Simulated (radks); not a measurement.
The numbers below are computed, except where a source is named.
Effect of the nuclear size on neutral lanthanum, [Xe] 5d1 6s2. Level of theory: Dirac Kohn-Sham, exchange-only LDA, spin-unpolarised, spherical densities, finite nucleus; open shells fill j = l - 1/2 first; Fermi nuclear charge, rms radius 4.855 fm (a radial shooting solver on a logarithmic mesh with Libxc functionals). The rms radius is varied about that value; shifts are against it.

rms radius (fm)  total energy shift (eV)  density at nucleus (e/bohr^3)  1s1/2 shift (meV)  2s1/2 shift (meV)  5s1/2 shift (meV)  5p1/2 shift (meV)  6s1/2 shift (meV)  5d3/2 shift (meV)  6p1/2 (empty) shift (meV)
4.3015                             -2.00                      3.588e+05               -834               -101             -0.715              0.140             -0.043              0.082                      0.030
4.4181                             -1.60                      3.569e+05               -665              -80.5             -0.570              0.111             -0.034              0.066                      0.024
4.855                                  0                      3.503e+05              0.000              0.000              0.000              0.000              0.000              0.000                      0.000
5.1366                              1.09                      3.463e+05                455               55.1              0.390             -0.076              0.023             -0.045                     -0.017
5.9911                              4.71                      3.358e+05               1960                237               1.68             -0.328              0.100             -0.193                     -0.072

Slopes of the eigenvalues against <r^2> in GHz/fm^2, as finite differences over the two radii next to the reference (eigenvalue slopes, not the field-shift constants of lines): 1s1/2 39500, 2s1/2 4780, 5s1/2 33.8, 5p1/2 -6.61, 6s1/2 2.02, 5d3/2 -3.89, 6p1/2 (empty) -1.44.
